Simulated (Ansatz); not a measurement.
`C[O][Cd][Cl]` + NH₃ → `[NH2][Cd][Cl]` + CH₃OH at 500 K and 1 bar (ligand exchange at a Cd–O bond).

Gas-phase electronic energies from Ansatz, PBE0-D4/def2-TZVP geometries. CBS: MP2 limit from def2 TZ/QZ plus the TZ coupled-cluster correction, frozen cores. This one scheme is used for every species. def2 core potentials past Kr. For Cd outer-core shells are correlated without core-valence functions, which leaves a few kJ/mol of doubt a bond. Each species was taken in one conformer, which may not be the lowest.

```tsv
species	CCSD(T)/CBS energy (Eh)	H − E (kJ/mol)	S (J/(mol·K))
`C[O][Cd][Cl]`	-742.55216	146.9	387.5
NH₃	-56.50880	108.2	211.8
`[NH2][Cd][Cl]`	-683.44247	98.0	342.2
CH₃OH	-115.61712	157.0	265.4
```

H − E and S are ideal-gas, rigid-rotor, harmonic terms from PBE0-D4/def2-TZVP, for one conformer and one mirror image of each species. 1 Eh = 2625.50 kJ/mol, R = 8.31446 J/(mol·K).

Task: By hand: ΔE, ΔH, ΔS and ΔG.

Result: ΔE = (-683.44247) + (-115.61712) − (-742.55216) − (-56.50880) = 0.00137 Eh = 3.6 kJ/mol. Δ(H − E) = 98.0 + 157.0 − 146.9 − 108.2 = -0.1, so ΔH = 3.5 kJ/mol. ΔS = 342.2 + 265.4 − 387.5 − 211.8 = 8.3 J/(mol·K). ΔG = 3.5 − 500 × (8.3)/1000 = -0.7 kJ/mol.

Task: By hand: the equilibrium constant, and the temperature at which ΔG would vanish if ΔH and ΔS stayed fixed.

Result: log₁₀ K = −ΔG/(RT ln 10) = 0.1. ΔG = 0 at ΔH/ΔS = 422 K, though so small a ΔH makes that figure unsure.

TΔS isn't small against ΔH here. The sign of ΔG lies within the doubt. A doubt of 5 kJ/mol in ΔE shifts log₁₀ K by 0.5 here. Other conformers and mirror images would add mixing entropy, several J/(mol·K) or more a flexible species. These are equilibria of isolated gas molecules and say nothing of rates. Largest T1 diagnostic: 0.016 (customary marks: 0.02 for closed shells, 0.045 for open ones).
